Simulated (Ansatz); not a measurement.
CH6GaNS (`[CH3][Ga]([NH2])[SH]`) at its PBE0-D4/def2-TZVP geometry, where that method's forces vanish. Charge 0, multiplicity 1.

```xyz
10

C     0.8900    1.3469    0.7393
Ga    0.1218   -0.2751   -0.0353
N    -1.5668   -0.3462   -0.6967
S     1.3024   -2.1440   -0.1446
H     1.9092    1.1710    1.0834
H     0.9062    2.1490   -0.0015
H     0.2892    1.6840    1.5864
H    -1.9866   -1.1653   -1.1002
H    -2.1939    0.4396   -0.7013
H     0.3284   -2.8599   -0.7294
```

(1) What forces (eV/Å) does ωB97M-V/def2-TZVPP give on these atoms in the Gaussian-basis code of Ansatz? (Estimate.)

Results:

(1) Computed: 
```
C1   0.014  0.032  0.012
Ga2  0.051 -0.004  0.019
N3  -0.029  0.003 -0.010
S4  -0.071 -0.035 -0.038
H5  -0.075  0.025 -0.021
H6   0.003 -0.053  0.065
H7   0.053 -0.016 -0.063
H8  -0.006  0.034  0.007
H9   0.000 -0.038 -0.011
H10  0.061  0.051  0.039
```
